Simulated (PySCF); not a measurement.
CdI, SMILES [I][Cd+], charge +1.

Coordinates come from a r2SCAN-D4/def2-TZVP optimisation. The spin state was assumed, not searched. The def2 effective core potentials stand for the cores of Cd, I; spin–orbit coupling is left out.

Two levels are set side by side: PBE/def2-TZVPD (PySCF) and HF/def2-TZVPD (PySCF). Same geometry, gas phase. Differences are taken from unrounded values.

```
quantity                         HF
---------------------------  ------
orbital gap (eV)               7.82
highest occupied level (eV)  -14.89
lowest empty level (eV)       -7.07
mean polarisability (bohr³)    56.2
```

Task: What does PBE give, and how far is it from HF? (Estimate from the structure and the level; the computed values follow.)

Result: 
```tsv
quantity	PBE	PBE minus HF
orbital gap (eV)	0.98	-6.84
highest occupied level (eV)	-11.90	2.99
lowest empty level (eV)	-10.92	-3.85
mean polarisability (bohr³)	57.9	1.7
```

Without exact exchange PBE keeps part of each electron's self-repulsion, which lifts occupied levels and narrows the gap. Loosely held outer electrons make PBE densities more polarisable. Differences between two approximate levels are no errors against the true value.

Rough cost on one machine, each run with all the roots and properties that it gave: HF against PBE about 1/3.
